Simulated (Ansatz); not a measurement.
Species: C3H3F, charge 0, singlet. C3H3F (1-fluoropropa-1,2-diene, SMILES C(F)=C=C).
B3LYP-D3(BJ)/def2-TZVP minimum from Ansatz (a quantum-chemistry and plane-wave program):
```xyz
7

C     -1.8617    -0.2337    -0.0659
C     -0.5626    -0.2506    -0.1046
C      0.7338    -0.3047    -0.1606
F      1.5217     0.7013     0.2939
H     -2.4482     0.1702    -0.8849
H     -2.4086    -0.6172     0.7893
H      1.3043    -1.1309    -0.5626
```
Charge 0, spin multiplicity 1.

Hartree-Fock and CCSD(T) correlation energies in hartree (Ansatz). Radicals and triplets start from unrestricted determinants; spin-orbit coupling is neglected. Correlated methods leave the cores frozen. No relativity. The restricted determinant of C3H3F (C=C=CF, singlet) is unstable towards broken spin symmetry in at least one set run.

```json
[
 {"basis": "cc-pVTZ", "X": "3", "E(HF)": "-214.78384", "E(corr, CCSD(T))": "-0.77135"},
 {"basis": "cc-pVQZ", "X": "4", "E(HF)": "-214.79973", "E(corr, CCSD(T))": "-0.82057"},
 {"basis": "cc-pV5Z", "X": "5", "E(HF)": "-214.80383", "E(corr, CCSD(T))": "withheld"}
]
```

Problem. Fit E(corr) = E∞ + A/X³ to X = 3 and 4, predict X = 5, and compare with the run.

Solution. A = (-0.77135 - (-0.82057))/(1/27 - 1/64) = 2.2987; E∞ = -0.82057 - A/64 = -0.85649; at X = 5, E∞ + A/125 = -0.83810. The run gave -0.83747, 0.63 mEh above the prediction. The same form on X = 4 and 5 gives E∞ = -0.85520, 1.29 mEh above the first estimate.
